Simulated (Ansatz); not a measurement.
Consider the ligand exchange at the Hf–Se bond: `[OH][Hf]([F])([F])[SeH]` + HI → `[OH][Hf]([F])([F])[I]` + H₂Se.

Isolated molecules relaxed with PBE0-D4/def2-TZVP in Ansatz; ΔE leaves out vibrations. CBS: MP2 limit from def2 TZ/QZ plus the TZ coupled-cluster correction, frozen cores. DFT in def2-TZVPP. B3LYP here is the variant with VWN-RPA as its local correlation; programs differ in this. HSE06 is defined as in plane-wave codes. Elements past krypton have def2 core potentials. For Hf, I, Se outer-core shells are correlated without core-valence functions, which leaves a few kJ/mol of doubt a bond. Scalar relativity is left out up to krypton. One conformer a species, not always the lowest.

| level | ΔE (kcal/mol) | difference from CCSD(T)/CBS |
| --- | --- | --- |
| LDA (SPW92) | -11.4 | 1.1 |
| PBE-D4 | -11.6 | 0.9 |
| revPBE-D4 | -11.6 | 0.9 |
| BLYP-D4 | -11.6 | 0.9 |
| r2SCAN-D4 | -12.6 | -0.1 |
| B97M-V | -12.3 | 0.2 |
| PBE0-D4 | -12.4 | 0.1 |
| B3LYP-D4 | -12.3 | 0.2 |
| r2SCANh-D4 | -12.8 | -0.3 |
| r2SCAN0-D4 | -13.0 | -0.5 |
| HSE06-D4 | -12.4 | 0.1 |
| BHLYP-D4 | -13.4 | -0.9 |
| CAM-B3LYP-D4 | -12.5 | 0.0 |
| ωB97X-V | -12.8 | -0.3 |
| ωB97M-V | -12.6 | -0.1 |
| B2PLYP | -12.8 | -0.3 |
| PBE-QIDH | -13.2 | -0.7 |
| PBE | -11.7 | 0.8 |
| revPBE | -11.7 | 0.8 |
| BLYP | -11.7 | 0.8 |
| r2SCAN | -12.6 | -0.1 |
| PBE0 | -12.4 | 0.1 |
| B3LYP | -12.3 | 0.2 |
| r2SCANh | -12.8 | -0.3 |
| r2SCAN0 | -13.0 | -0.5 |
| HSE06 | -12.5 | 0.0 |
| CAM-B3LYP | -12.5 | 0.0 |
| RPA@PBE/def2-TZVPP | -11.6 | 0.9 |
| HF/def2-SVP | -14.8 | -2.3 |
| MP2/def2-SVP | -13.0 | -0.5 |
| CCSD/def2-SVP | -12.7 | -0.2 |
| CCSD(T)/def2-SVP | -12.6 | -0.1 |
| HF/def2-TZVPP | -14.8 | -2.3 |
| MP2/def2-TZVPP | -13.3 | -0.8 |
| CCSD/def2-TZVPP | -12.3 | 0.2 |
| CCSD(T)/def2-TZVPP | -12.2 | 0.3 |
| HF/def2-QZVPP | -14.9 | -2.4 |
| SCS-MP2/def2-QZVPP | -13.4 | -0.9 |
| HF/CBS(def2) | -15.0 | -2.5 |
| MP2/CBS(def2) | -13.7 | -1.2 |
| CCSD(T)/CBS | -12.5 | 0 |

Largest T1 diagnostic among the species: 0.015.

From PBE to PBE0 (25 % exact exchange), in def2-TZVPP and without D4, ΔE moves by −0.8 kcal/mol. Leaving LDA and LC-ωPBE aside and taking each functional with its dispersion term where it has one, the values spread over 1.8 kcal/mol, from BHLYP-D4 to BLYP-D4.

CCSD(T)/CBS has its own doubt, a few kJ/mol and more with outer-core shells, so smaller differences from it don't rank the levels.
